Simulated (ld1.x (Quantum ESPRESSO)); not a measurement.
# Configuration tests for Sn (Z = 50) (TM)

ld1.x (Quantum ESPRESSO) 7.5 input, shortened:

```
&input
   title='Sn', zed=50., rel=1, dft='PBE', iswitch=3,
   config='[Kr] 4d10 5s2 5p1'
 /
 &inputp
   pseudotype=2, tm=.true., lloc=0,
   nlcc=.false.
 /
3
5P  2  1   1.00   0.00  1.46  1.46  0.0
4D  3  2  10.00   0.00  1.22  1.22  0.0
5S  1  0   2.00   0.00  1.26  1.26  0.0
 &test
   configts(1)='4d10 5s2 5p1'
 /
```

Energies are relative to the spin-unpolarised reference configuration 4d10 5s2 5p1; without spin polarisation the order of configurations can differ from experiment.

| valence configuration | charge | ΔE all-electron (eV) | error AE − PS (meV) |
| --- | --- | --- | --- |
| 4d10 5s2 5p2 | 0 | -6.875 | +79 |
| 4d10 5s2 5p0 | +2 | 13.952 | -140 |
| 4d10 5s1 5p0 | +3 | 44.924 | +351 |
| 4d10 5s2 5p2.3 | -0.3 | -7.724 | +92 |
| 4d10 5s1 5p2 | +1 | 7.649 | +89 |
| 4d10 5s0 5p0 | +4 | 86.049 | +415 |

(1) What are ΔE and the potential's error for 4d10 5s2 5p1.5?

Levels in the configuration 4d10 5s0 5p0:

```json
{"level": "4d", "all-electron (eV)": "-67.686", "pseudo (eV)": "-67.852"}
```

A Bessel basis up to 400 Ry misses an occupied level by 0.05 Ry, so cutoffs were not judged. Note: ghost state, extra bound levels that the all-electron valence spectrum of the same l lacks: p at -63.0 eV (other channels not judged). The potential misses its own reference levels by up to 0.8 eV.

Answers

(1) ΔE = -4.259 eV all-electron; the error (AE − PS) is +47 meV.
